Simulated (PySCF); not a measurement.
# How the method changes the constants of AsF

State: ³Σ⁻ (triplet), unpaired electrons π ↑↑. Set-up: basis As def2-TZVPPD, F def2-TZVPPD; no relativity; PySCF 2.14. De refers to As + F in their high-spin ground configurations, without counterpoise correction. The functionals are run spin-unrestricted. A positive dipole means As(−)F(+).

| Level | Re (Å) | ωe (cm⁻¹) | De (eV) | μ (D) | CPU s a point (SCF and correlation, without the integrals) |
| --- | --- | --- | --- | --- | --- |
| UHF | 1.717 | 735 | 2.27 | -1.76 | 1.6 |
| UHF-MP2 | 1.747 | 687 | 4.24 | n/a | 3 |
| UHF-SCS-MP2 | 1.750 | 681 | 4.12 | n/a | n/a |
| UHF-CCSD | 1.740 | 700 | 3.86 | n/a | n/a |
| UHF-CCSD(T) | 1.748 | 685 | 4.02 | n/a | 200 |
| LDA | 1.740 | 688 | 5.53 | -1.43 | 1.3 |
| PBE | 1.771 | 649 | 4.64 | -1.57 | 1.8 |
| PBEsol | 1.755 | 670 | 4.94 | -1.47 | 1.2 |
| r²SCAN | 1.745 | 685 | 4.35 | -1.48 | 2.8 |
| M06-L | 1.753 | 667 | 4.45 | -1.53 | 2.7 |
| TPSSh | 1.753 | 677 | 4.30 | -1.57 | 3.8 |
| r²SCANh | 1.739 | 696 | 4.22 | -1.51 | 3.7 |
| PBE0 | 1.743 | 690 | 4.22 | -1.61 | 3.8 |
| ωB97M-V | 1.748 | 689 | 4.31 | -1.71 | 10 |

The bond length runs from 1.717 Å (UHF) to 1.771 Å (PBE). De spans 2.27 eV (UHF, mean field) to 5.53 eV (LDA, local density). Correlation at CCSD(T) changes the Hartree–Fock bond energy by +1.75 eV; the triples alone change it by +0.16 eV.

Correlated steps freeze 10 core orbitals. Spin–orbit coupling is left out. The state was picked by a PBE0 search and need not be the measured ground state.

The whole job (state search and all levels along the bond) took about 20 min on 2 threads of Arm Neoverse V1 (shared host), peak memory 3.5 GiB.
